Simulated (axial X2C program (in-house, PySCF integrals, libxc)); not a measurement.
**Spin–orbit effects down a group: molecules with I, CCSD(T)**

All values come from calculations with an in-house relativistic program for diatomic molecules, spin-free (one-electron X2C) or two-component (2c: spin–orbit coupling with atomic mean-field Coulomb and Gaunt terms, which also bring small scalar terms), in Dyall basis sets with cores contracted in-house; open shells are unrestricted.

Basis sets: H dyall-v3z, I dyall-cv3z, Li dyall-cv3z, Na dyall-cv3z. Frozen shells (counts by l): HI I 4s3p2d, H none, 8 electrons correlated; LiI I 4s3p2d, Li 1s, 8 electrons correlated; NaI I 4s3p2d, Na 2s1p, 8 electrons correlated. Coupled cluster in natural virtuals with an MP2 remainder. Where the outer core of a metal is frozen, bonds come out longer and ionisation energies lower.

| molecule | spin-free state | Re (Å) | ωe (cm⁻¹) | De (eV) | 2c state | Re 2c (Å) | ωe 2c (cm⁻¹) | De 2c (eV) |
| --- | --- | --- | --- | --- | --- | --- | --- | --- |
| HI | M_S = 0, Λ = 0 | 1.612 | 2322.5 | 3.39 | Ω = 0 | 1.615 | 2301.7 | 3.11 |
| LiI | M_S = 0, Λ = 0 | 2.422 | 486.0 | 3.64 | Ω = 0 | 2.424 | 484.6 | 3.36 |
| NaI | M_S = 0, Λ = 0 | 2.752 | 252.0 | 3.24 | Ω = 0 | 2.755 | 251.2 | 2.96 |

Work out the shifts from the spin-free to the two-component result.



```
molecule  2c state  ΔRe (Å)  Δωe (cm⁻¹)  ΔDe (eV)
      HI     Ω = 0    0.003       noise     -0.28
     LiI     Ω = 0    0.002        -1.4     -0.28
     NaI     Ω = 0    0.003        -0.8     -0.28
```

Shifts of one unit in the last digit are rounding. Where the truncated virtual spaces of the two runs make Δωe unreliable it is marked noise.

Each entry is the lowest single determinant of a limited PBE0 search at one distance. De goes to single-determinant-based atoms at the same level (for ions the charge split of lowest energy) and is withheld (n/a) where an atom does not fit its ground term or J level. Main or longest-lived isotopes.
